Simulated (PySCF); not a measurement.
A side-by-side comparison of computed properties.

First species: C5H11ClSSi.
Numbering: `[CH3:1][C:2](=[S:3])[CH2:4][C@@:5]([CH3:6])([SiH3:7])[Cl:8]` (hydrogens: H9, H10, H11 on C1; H12, H13 on C4; H14, H15, H16 on C6; H17, H18, H19 on Si7)

Second species: C4H15NSi2.
Structure used (GFN2-xTB), in Å, numbered top down from 1:
```xyz
22
C4H15NSi2 angstrom
C      3.8840   -0.2236    0.4593
Si     2.0112   -0.5226    0.5761
Si     0.8754    0.9348   -0.8068
N     -0.7501    1.0080   -0.2503
C     -1.5783   -0.1472    0.0073
C     -2.2812   -0.6403   -1.2601
C     -2.5974    0.1791    1.0990
H      4.2538   -0.4303   -0.5411
H      4.1346    0.8073    0.6941
H      4.4316   -0.8593    1.1486
H      1.6497   -0.4162    2.0002
H      1.7878   -1.9436    0.2425
H      1.0053    0.5607   -2.2364
H      1.2859    2.3444   -0.7433
H     -1.3111    1.7957   -0.5415
H     -0.9121   -0.9396    0.3687
H     -1.5456   -0.8635   -2.0292
H     -2.9555    0.1264   -1.6380
H     -2.8571   -1.5386   -1.0533
H     -3.1686   -0.7063    1.3646
H     -2.0865    0.5467    1.9850
H     -3.2863    0.9474    0.7531
```

Levels: PBE0/pcSseg-1 for dipole moment, HOMO energy, LUMO energy and HOMO–LUMO gap; GFN2-xTB for rotational constant A and rotational constant C. Geometries: GFN2-xTB. Each species is one conformer at its optimised geometry, gas phase, non-relativistic unless stated; the electronic structure was computed with PySCF and density fitting.

Dipoles, sizes and rotational constants follow the conformer. The torsions of the flexible species, by atom-mapped SMILES:
- `[CH3:1][C:2](=[S:3])[CH2:4][C@@:5]([CH3:6])([SiH3:7])[Cl:8]`: C1–C2–C4–C5 116°, C2–C4–C5–C6 -63°
- `[CH3:1][SiH2:2][SiH2:3][NH:4][CH:5]([CH3:6])[CH3:7]`: C1–Si2–Si3–N4 -160°, Si2–Si3–N4–C5 -51°, Si3–N4–C5–C6 -86°

(1) Which has the higher HOMO–LUMO gap?

(2) Which of the two has the higher rotational constant C, and by how much?

(3) Which has the higher dipole moment?

(4) Which has the higher HOMO energy?

(5) Which has the higher LUMO energy?

(6) Which of the two has the higher rotational constant A, and by how much?

Answers

(1) The second: 6.42 eV against 4.31 eV, a difference of 2.11 eV.

(2) The second: 0.719 GHz against 0.673 GHz, a difference of 0.046 GHz.

(3) The first: 2.64 D against 0.60 D, a difference of 2.04 D.

(4) The second: -6.56 eV against -6.69 eV, a difference of 0.13 eV.

(5) The second: -0.14 eV against -2.38 eV, a difference of 2.24 eV.

(6) The second: 3.216 GHz against 1.745 GHz, a difference of 1.471 GHz.

On the first: A dipole of 2.64 D is allowed in C1, and pure rotational transitions are dipole-allowed. The dipole matches unit charges of opposite sign 0.55 Å apart (1 e·Å = 4.8032 D).

On the second: A dipole of 0.60 D is allowed in C1, and pure rotational transitions are dipole-allowed. The dipole equals about 2.0 × 10⁻³⁰ C·m (1 D = 3.33564 × 10⁻³⁰ C·m).
